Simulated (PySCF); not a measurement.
## Ir²⁺ (iridium, charge +2) across methods

[Xe] 4f14 5d6 6s1, high-spin 6D determinant (an excited configuration). Computed with PySCF 2.14 in ANO-RCC-VTZP (8s7p5d3f1g, 84 functions), with the spin-free X2C one-electron Hamiltonian (Gaussian nucleus).

```json
{"method": "PBE", "E (hartree)": "-17827.91", "mean ε 5d α (eV)": "-28.197", "mean ε 5d β (eV)": "-25.166", "mean ε 6s α (eV)": "-23.652", "Σ⟨r²⟩ (bohr²)": "45.44", "⟨S²⟩": "8.751"}
{"method": "UHF", "E (hartree)": "-17822.40925", "mean ε 5d α (eV)": "-34.938", "mean ε 5d β (eV)": "-30.571", "mean ε 6s α (eV)": "-26.334", "Σ⟨r²⟩ (bohr²)": "45.37", "⟨S²⟩": "8.755"}
{"method": "LDA", "E (hartree)": "-17816.67", "mean ε 5d α (eV)": "-28.330", "mean ε 5d β (eV)": "-25.372", "mean ε 6s α (eV)": "-23.955", "Σ⟨r²⟩ (bohr²)": "45.47", "⟨S²⟩": "8.751"}
{"method": "PBE0", "E (hartree)": "-17827.67", "mean ε 5d α (eV)": "-30.102", "mean ε 5d β (eV)": "-26.811", "mean ε 6s α (eV)": "-24.477", "Σ⟨r²⟩ (bohr²)": "45.30", "⟨S²⟩": "8.752"}
{"method": "r2SCAN", "E (hartree)": "-17827.95", "mean ε 5d α (eV)": "-28.750", "mean ε 5d β (eV)": "-25.511", "mean ε 6s α (eV)": "-23.989", "Σ⟨r²⟩ (bohr²)": "45.24", "⟨S²⟩": "8.752"}
```

Spin-orbit coupling, absent here, splits the open shell strongly.
